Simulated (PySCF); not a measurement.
C₃H₅N₂, SMILES c1cc[nH][nH+]1, charge +1. The structure is a stationary point at PBE-D3(BJ)/def2-SVP. The isomer is the one that the SMILES or the coordinates give; other isomers of the formula were not compared.

These are PBE-D3(BJ)/def2-SVP (PySCF) values and carry that method's errors.

Harmonic wavenumbers (cm⁻¹): 481, 567, 606, 627, 769, 874, 878, 914, 916, 1038, 1041, 1105, 1183, 1217, 1290, 1435, 1468, 1520, 1544, 3205, 3209, 3225, 3515, 3526. Rotational constants (GHz): 9.121, 8.962, 4.520; symmetry number 2.

### Question
Work out the zero-point energy and the ideal-gas rigid-rotor harmonic-oscillator thermochemistry at 298.15 K and 1 atm.

### Answer
ZPE = ½ Σ hcν = ½ × 36151 cm⁻¹ = 216.23 kJ/mol. H − E(el) = 229.25 kJ/mol. Entropy in J/(mol K): translation 161.57, rotation 95.82, vibration 13.60, total 270.99. G − E(el) = 148.45 kJ/mol. Cp = 70.68 J/(mol K).
